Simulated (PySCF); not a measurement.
## Cl: excitation energy

Cl [Ne] 3s2 3p5 (2P) → Cl [Ne] 3s1 3p6 (2S), as a difference of total energies. All numbers are calculated (PySCF 2.14, the non-relativistic Hamiltonian (point nucleus), in aug-cc-pwCVTZ (8s7p5d3f, 75 functions)). Correlated levels: valence: [Ne] frozen; valence and next inner shell: 1s2 frozen; nothing frozen. The calculations carry no spin-orbit coupling.

```csv
method,excitation energy (cm⁻¹)
UHF,124330
LDA,94844
PBE,96751
PBE0,103740
r2SCAN,102900
BP86,96709
wB97X,104710
TPSSh,102020
revPBE,96983
MP2 (valence),104670
SCS-MP2 (valence),102720
MP2 (valence and next inner shell),103680
SCS-MP2 (valence and next inner shell),101880
MP2 (all electrons),103620
SCS-MP2 (all electrons),101830
```

Errors of the correlated levels include the incompleteness of this basis and the frozen core.

**Question.** Which method comes closest to the reference value, and which is furthest?

**Answer.** The reference is 85385 cm⁻¹ (measured; NIST levels, between the centres of gravity of the two terms). Closest: LDA (error 9459.5 cm⁻¹); furthest: UHF (error 38941 cm⁻¹).
